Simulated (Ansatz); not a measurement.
Ansatz (a first-principles code) input (MP2/6-31G* with LANL2DZ past Ar): The .json file joins the Basis Set Exchange's 6-31G* for atoms up to Ar and LANL2DZ past it.

Ansatz 0.2 input:
```yaml
crystal:
  periodic: [false, false, false]
  atoms:
    - {symbol: Br, position_ang: [1.96536700, -0.44951700, 0.27147400]}
    - {symbol: C, position_ang: [0.10796300, -0.48378000, 0.01489000]}
    - {symbol: C, position_ang: [-0.71165800, -1.52659600, -0.09838400]}
    - {symbol: C, position_ang: [-2.09895900, -1.33151000, -0.29001600]}
    - {symbol: C, position_ang: [-2.42923900, -0.01223300, -0.33557600]}
    - {symbol: Se, position_ang: [-0.93440700, 1.10523300, -0.12902400]}
    - {symbol: H, position_ang: [-2.81572300, -2.13358200, -0.38907000]}
    - {symbol: H, position_ang: [-3.41092800, 0.41345700, -0.47116500]}
basis:
  gaussian:
    orbitals: 6-31Gs+LANL2DZ.json
magnetization: {spin_polarized: true, initial_magnetization: 1}
correlation: {method: mp2, electrons: outside_noble_gas}
relax: {f_tol: 0.003, max_steps: 120}
```

Output:

```
Functional definition: HF
these checks for a lower state are left out or cut short: cluster_reference
integrals: 0.05 GiB planned
1004 factors; integrals over basis functions are off by at most 4.1e-4 eV
mean field: 0.27 GiB planned
mean field evaluation 1: about -4744.0222 eV, gradient 1.9e1 eV
mean field evaluation 2: about -4744.0248 eV, gradient 1.9e1 eV
mean field evaluation 4: about -4746.8548 eV, gradient 3.8e0 eV
mean field evaluation 8: about -4747.0960 eV, gradient 6.4e-1 eV
mean field evaluation 16: about -4747.2810 eV, gradient 2.3e-1 eV
mean field evaluation 32: about -4745.2607 eV, gradient 1.1e0 eV
mean field evaluation 64: about -4745.1450 eV, gradient 5.4e-5 eV
mean field -4747.28451272 eV, -174.4594880176 hartree, gradient 2.3e-6 eV, S^2 1.242070; 5 other end points of the search recorded, 0 dependent functions left out
4 core orbitals not correlated
reference -4747.28451272 eV, -174.4594880176 hartree; 16, 15 occupied and 60, 61 virtual orbitals, 1004 factors
densities: 0.25 GiB planned
second order -14.40630544 eV of doubles, -0.00000000 eV of singles
the calculation of the forces begins
relax step   1: F+E_penalty+E_count = -4761.69081817 eV  Δ(F+E_penalty+E_count) = +0.000e0 eV  max|allowed force component| = 2.502e0 eV/Å  Δτ_max = 0.0000 Å  (288 SCF iters, accepted)
these checks for a lower state are left out or cut short: starts, cluster_reference, orbital_swaps, neighbouring_geometries, increment
integrals: 0.05 GiB planned
1004 factors; integrals over basis functions are off by at most 4.1e-4 eV
mean field: 0.27 GiB planned
mean field -4747.22354007 eV, -174.4572473139 hartree, gradient 2.8e-6 eV, S^2 1.117415; 0 other end points of the search recorded, 0 dependent functions left out
4 core orbitals not correlated
reference -4747.22354007 eV, -174.4572473139 hartree; 16, 15 occupied and 60, 61 virtual orbitals, 1004 factors
densities: 0.25 GiB planned
second order -14.57296980 eV of doubles, -0.00000000 eV of singles
the calculation of the forces begins
relax step   2: F+E_penalty+E_count = -4761.79650987 eV  Δ(F+E_penalty+E_count) = -1.057e-1 eV  max|allowed force component| = 1.077e0 eV/Å  Δτ_max = 0.0194 Å  (49 SCF iters, accepted)
these checks for a lower state are left out or cut short: starts, cluster_reference, orbital_swaps, neighbouring_geometries, increment
integrals: 0.05 GiB planned
1004 factors; integrals over basis functions are off by at most 4.1e-4 eV
mean field: 0.27 GiB planned
mean field -4747.15459468 eV, -174.4547136175 hartree, gradient 3.0e-6 eV, S^2 1.049442; 0 other end points of the search recorded, 0 dependent functions left out
4 core orbitals not correlated
reference -4747.15459468 eV, -174.4547136175 hartree; 16, 15 occupied and 60, 61 virtual orbitals, 1004 factors
densities: 0.25 GiB planned
second order -14.65789169 eV of doubles, -0.00000000 eV of singles
the calculation of the forces begins
relax step   3: F+E_penalty+E_count = -4761.81248637 eV  Δ(F+E_penalty+E_count) = -1.598e-2 eV  max|allowed force component| = 3.118e-1 eV/Å  Δτ_max = 0.0122 Å  (48 SCF iters, accepted)
these checks for a lower state are left out or cut short: starts, cluster_reference, orbital_swaps, neighbouring_geometries, increment
integrals: 0.05 GiB planned
1004 factors; integrals over basis functions are off by at most 4.1e-4 eV
mean field: 0.27 GiB planned
mean field evaluation 96: about -4747.1807 eV, gradient 2.3e-6 eV
mean field -4747.18074370 eV, -174.4556745764 hartree, gradient 2.3e-6 eV, S^2 1.067636; 0 other end points of the search recorded, 0 dependent functions left out
4 core orbitals not correlated
reference -4747.18074370 eV, -174.4556745764 hartree; 16, 15 occupied and 60, 61 virtual orbitals, 1004 factors
densities: 0.25 GiB planned
second order -14.63347053 eV of doubles, -0.00000000 eV of singles
the calculation of the forces begins
relax step   4: F+E_penalty+E_count = -4761.81421423 eV  Δ(F+E_penalty+E_count) = -1.728e-3 eV  max|allowed force component| = 5.727e-2 eV/Å  Δτ_max = 0.0042 Å  (47 SCF iters, accepted)
these checks for a lower state are left out or cut short: starts, cluster_reference, orbital_swaps, neighbouring_geometries, increment
integrals: 0.05 GiB planned
1004 factors; integrals over basis functions are off by at most 4.1e-4 eV
mean field: 0.27 GiB planned
mean field -4747.18115019 eV, -174.4556895144 hartree, gradient 2.3e-6 eV, S^2 1.067190; 0 other end points of the search recorded, 0 dependent functions left out
4 core orbitals not correlated
reference -4747.18115019 eV, -174.4556895144 hartree; 16, 15 occupied and 60, 61 virtual orbitals, 1004 factors
densities: 0.25 GiB planned
second order -14.63318702 eV of doubles, -0.00000000 eV of singles
the calculation of the forces begins
relax step   5: F+E_penalty+E_count = -4761.81433721 eV  Δ(F+E_penalty+E_count) = -1.230e-4 eV  max|allowed force component| = 2.788e-2 eV/Å  Δτ_max = 0.0019 Å  (47 SCF iters, accepted)
these checks for a lower state are left out or cut short: starts, cluster_reference, orbital_swaps, neighbouring_geometries, increment
integrals: 0.05 GiB planned
1004 factors; integrals over basis functions are off by at most 4.1e-4 eV
mean field: 0.27 GiB planned
mean field -4747.18108172 eV, -174.4556869982 hartree, gradient 2.4e-6 eV, S^2 1.066596; 0 other end points of the search recorded, 0 dependent functions left out
4 core orbitals not correlated
reference -4747.18108172 eV, -174.4556869982 hartree; 16, 15 occupied and 60, 61 virtual orbitals, 1004 factors
densities: 0.25 GiB planned
second order -14.63329478 eV of doubles, -0.00000000 eV of singles
the calculation of the forces begins
relax step   6: F+E_penalty+E_count = -4761.81437650 eV  Δ(F+E_penalty+E_count) = -3.929e-5 eV  max|allowed force component| = 3.416e-3 eV/Å  Δτ_max = 0.0021 Å  (48 SCF iters, accepted)
these checks for a lower state are left out or cut short: starts, cluster_reference, orbital_swaps, neighbouring_geometries, increment
integrals: 0.05 GiB planned
1004 factors; integrals over basis functions are off by at most 4.1e-4 eV
mean field: 0.27 GiB planned
mean field -4747.18102006 eV, -174.4556847324 hartree, gradient 3.8e-6 eV, S^2 1.066597; 0 other end points of the search recorded, 0 dependent functions left out
4 core orbitals not correlated
reference -4747.18102006 eV, -174.4556847324 hartree; 16, 15 occupied and 60, 61 virtual orbitals, 1004 factors
densities: 0.25 GiB planned
second order -14.63335790 eV of doubles, -0.00000000 eV of singles
the calculation of the forces begins
relax step   7: F+E_penalty+E_count = -4761.81437796 eV  Δ(F+E_penalty+E_count) = -1.461e-6 eV  max|allowed force component| = 2.698e-3 eV/Å  Δτ_max = 0.0003 Å  (32 SCF iters, accepted)
these checks for a lower state are left out or cut short: cluster_reference
integrals: 0.05 GiB planned
1004 factors; integrals over basis functions are off by at most 4.1e-4 eV
mean field: 0.27 GiB planned
mean field evaluation 128: about -4747.1810 eV, gradient 3.8e-6 eV
mean field evaluation 160: about -4744.8299 eV, gradient 2.7e0 eV
mean field -4747.18102006 eV, -174.4556847324 hartree, gradient 3.8e-6 eV, S^2 1.066597; 4 other end points of the search recorded, 0 dependent functions left out
4 core orbitals not correlated
reference -4747.18102006 eV, -174.4556847324 hartree; 16, 15 occupied and 60, 61 virtual orbitals, 1004 factors
densities: 0.25 GiB planned
second order -14.63335790 eV of doubles, -0.00000000 eV of singles
the calculation of the forces begins
Total energy: -4761.81437796 eV, -174.9934507163 hartree
Atom 0 at     1.981467    -0.447444     0.273698 Å, force     0.000891    -0.000113     0.000123 eV/Å
Atom 1 at     0.087584    -0.488691     0.012075 Å, force     0.002698     0.001823     0.000373 eV/Å
Atom 2 at    -0.695641    -1.514592    -0.096171 Å, force    -0.001298    -0.000062    -0.000179 eV/Å
Atom 3 at    -2.113733    -1.311604    -0.292056 Å, force    -0.000466     0.000917    -0.000064 eV/Å
Atom 4 at    -2.417346    -0.031531    -0.333934 Å, force    -0.000941    -0.000598    -0.000130 eV/Å
Atom 5 at    -0.938321     1.097815    -0.129565 Å, force    -0.000532    -0.002242    -0.000074 eV/Å
Atom 6 at    -2.828565    -2.119530    -0.390843 Å, force    -0.000230     0.000162    -0.000032 eV/Å
Atom 7 at    -3.403029     0.397049    -0.470075 Å, force    -0.000122     0.000113    -0.000017 eV/Å
Dipole moment:    -0.373963     0.164230    -0.051651 e Å
Checks for a lower state left out: cluster_reference
```

The geometry given is a B3LYP-D3(BJ)/def2-TZVP minimum.

The determinant is spin-contaminated: <S^2> is 1.07 against 0.75 for a pure state.
